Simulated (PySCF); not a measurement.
Task: Write Cartesian coordinates for `N[SiH2]N1CCC[C@@H]1C(F)(F)F` as optimised with PBE0-D3(BJ)/def2-SVP.

Result: 
```
atom  x, y, z in Å
N1     3.1251    0.2794   -0.2877
Si2    1.9665   -0.9053    0.1893
N3     0.2712   -0.5629   -0.0554
C4    -0.3975   -0.7102   -1.3460
C5    -1.8173   -0.1765   -1.1296
C6    -2.0160   -0.2717    0.3816
C7    -0.6146   -0.0105    0.9356
C8    -0.3506    1.4711    1.1786
F9    -1.1595    1.9614    2.1233
F10    0.9120    1.6666    1.5957
F11   -0.5156    2.2165    0.0816
H12    3.1020    1.2031    0.1302
H13    3.4526    0.3167   -1.2454
H14    2.0892   -1.1543    1.6539
H15    2.2791   -2.1110   -0.6345
H16   -0.4099   -1.7720   -1.6558
H17    0.1155   -0.1500   -2.1477
H18   -1.8843    0.8716   -1.4528
H19   -2.5689   -0.7466   -1.6939
H20   -2.3139   -1.2904    0.6718
H21   -2.7715    0.4223    0.7762
H22   -0.4739   -0.4804    1.9253
```

Any rigid rotation of these coordinates is as good. Atoms count from 1 in this order. N3 (silicon-bound nitrogen) is planar (angles 125.2°, 123.2° and 111.4°, sum 359.8°, 0.04 Å off the plane of its three neighbours). N1 (silicon-bound nitrogen) has angles 120.3°, 119.8° and 111.3°, sum 351.4°, 0.20 Å off the plane of its three neighbours. The 2 N–Si bonds span 1.724 Å (N1–Si2, drawn single) to 1.747 Å (Si2–N3, drawn single), a spread of 0.023 Å. The 5-membered ring N3–C4–C5–C6–C7 has internal angles of 103.2° to 111.4° (sum 528°, against 540° for a flat polygon); it is puckered, 0.15 Å rms from its mean plane, widest ring torsion 33°.

Bonds between heavy atoms (Å): N1–Si2 1.724, Si2–N3 1.747, N3–C4 1.461, C4–C5 1.532, C5–C6 1.527, C6–C7 1.529, C7–C8 1.524, C8–F9 1.337, C8–F10 1.344, C8–F11 1.336, N3–C7 1.439.

Method: PBE0-D3(BJ)/def2-SVP geometry optimisation, gas phase in PySCF.

Point group: C1 (no symmetry element, even within 0.4 Å). No frequency check. The numbers are those of one conformer (H–N1–Si2–N3 60° and -85°, N1–Si2–N3–C4 80°, Si2–N3–C4–C5 -175°, N3–C4–C5–C6 -22°, C4–C5–C6–C7 33°, C5–C6–C7–C8 89°).
